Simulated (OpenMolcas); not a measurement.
**Lines of Te2+: computed and rescaled rates**

```
Program             : OpenMolcas 26.06
Method              : MS-RASPT2, IPEA 0.25 Eh, imaginary shift 0.1 Eh (closed shells correlated: 4d)
Basis               : ANO-RCC [10s9p8d5f3g]
Scalar Hamiltonian  : DKH2, point nucleus
Active space        : 4 electrons in 9 orbitals (RAS2 5s 5p; RAS3 5d, at most 2 electrons)
State averaging     : 2S+1 = 3 even, 6 roots; 2S+1 = 1 even, 12 roots; 2S+1 = 5 odd, 1 root; 2S+1 = 3 odd, 8 roots; 2S+1 = 1 odd, 8 roots
Spin-orbit coupling : RASSI with atomic mean-field integrals over the reference wave functions, term energies averaged over their components
```

Rates come from the transition moments of the reference wave functions (E1 and E2 in the length form). At fixed line strength A goes as λ^-3 for E1 and M1 and as λ^-5 for E2, so a rate at the computed wavelength can be rescaled to the measured one. Measured vacuum wavelengths follow from level energies in the list in Zhang, Palmeri, Quinet and Biemont, Astron. Astrophys. 551, A136 (2013). Branching counts decays inside the model space alone, at computed energies, and the table is only a selection of the E2 and M1 lines, drawn from those between levels with measured partners whose computed energy lies within a factor of 1.5 of the measured one.

```tsv
Upper	Lower	Type	λ computed (nm)	λ measured (nm)	A computed (s-1)	A rescaled (s-1)	Branching %
5s² 5p² ¹S₀	5s² 5p² ³P₁	M1	394.2	390	5.00e+01		89.8
5s² 5p² ¹D₂	5s² 5p² ³P₁	M1	824.9	793.5	4.25e+00		50.3
5s² 5p² ¹D₂	5s² 5p² ³P₂	M1	1126	1088	4.13e+00		48.8
5s² 5p² ¹S₀	5s² 5p² ³P₂	E2	452	449.8	3.27e+00		5.9
5s² 5p² ¹S₀	5s² 5p² ¹D₂	E2	755	767	2.40e+00	2.22e+00	4.3
5s² 5p² ³P₁	5s² 5p² ³P₀	M1	2456	2102	1.15e+00	1.83e+00	100.0
5s² 5p² ³P₂	5s² 5p² ³P₁	M1	3081	2933	3.82e-01	4.43e-01	97.9
5s² 5p² ³P₂	5s² 5p² ³P₀	E2	1367	1224	8.01e-03	1.39e-02	2.1
```

Spin-changing lines and M1 lines between different terms are not rescaled, since their strength hangs on the term gaps too.

The largest correction is for 5s² 5p² ³P₂ → 5s² 5p² ³P₀ (E2): 8.01e-03 × (1367 / 1224)^5 = 1.39e-02 s-1, a factor of 1.74.

No measured rate stands beside these. Rescaling mends the energy factor alone: line strengths can still be far off where a level mixes with configurations outside the active space, and weak or spin-changing lines hang on small mixing coefficients that depend on the term gaps too, so rescaling need not improve them.

CASPT2 breaks the degeneracy within a term, and the mean is taken; among the terms shown or strongly mixed into the levels shown the widest spread is 23 cm-1 (5s² 5p² ¹D). Over all roots computed the reference weight is 0.89 to 0.95; the roots of lowest weight are the least certain, and an intruder state may touch them. The run also gave levels led by 5s 5p² 5d, 5s² 5p 5d, which use shells meant for correlation; these and all levels above them are left out. Measured partners are found by configuration, term and J. A level has none where our copy of the source lacks it or the pairing is in doubt (some pairs that miss far off the trend of their configuration count as doubtful). Only configurations of the active space appear.
